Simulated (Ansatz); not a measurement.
```yaml
crystal:
  periodic: [false, false, false]
  atoms:
    - {symbol: N, position_ang: [-2.852765, 0.376393, 2.510031]}
    - {symbol: In, position_ang: [-1.358693, 0.039039, 1.192476]}
    - {symbol: N, position_ang: [0.453264, 0.868191, 1.543865]}
    - {symbol: Te, position_ang: [-1.928584, -1.500562, -0.941382]}
    - {symbol: Si, position_ang: [0.102069, -0.943596, -2.246596]}
    - {symbol: P, position_ang: [1.106166, 1.082445, -2.340421]}
    - {symbol: Ge, position_ang: [2.307139, -0.827381, -1.559353]}
    - {symbol: H, position_ang: [-2.771175, 1.197045, 3.093513]}
    - {symbol: h, position_ang: [-3.795597, 0.320618, 2.153404]}
    - {symbol: H, position_ang: [0.616652, 1.161470, 2.497829]}
    - {symbol: H, position_ang: [1.256565, 0.343086, 1.227919]}
    - {symbol: H, position_ang: [-0.069463, -1.529700, -3.599848]}
    - {symbol: H, position_ang: [0.753070, 1.382142, -0.992654]}
    - {symbol: H, position_ang: [2.703585, -0.728661, -0.082331]}
    - {symbol: H, position_ang: [3.477757, -1.240540, -2.456441]}
basis:
  gaussian: {orbitals: ANO-RCC-VTZP}
hamiltonian: {xc: {name: PBE-QIDH}}
output: {forces: true}
```

```sh
$ ansatz run in.yaml --threads 4 --pin off --events-out ev --progress --plain --max-ram 66560MiB --backend cpu
```

(1) How does Ansatz answer? (Best estimate.)

Answers

(1) The calculation gave: The input was rejected before any iteration.
```
Error: YAML parse error: error: line 12 column 16: `h` is not an element symbol (H … Og, case-exact)
10 |     - {symbol: Ge, position_ang: [2.307139, -0.827381, -1.559353]}
11 |     - {symbol: H, position_ang: [-2.771175, 1.197045, 3.093513]}
12 |     - {symbol: h, position_ang: [-3.795597, 0.320618, 2.153404]}
13 |     - {symbol: H, position_ang: [0.616652, 1.161470, 2.497829]}
14 |     - {symbol: H, position_ang: [1.256565, 0.343086, 1.227919]}
```
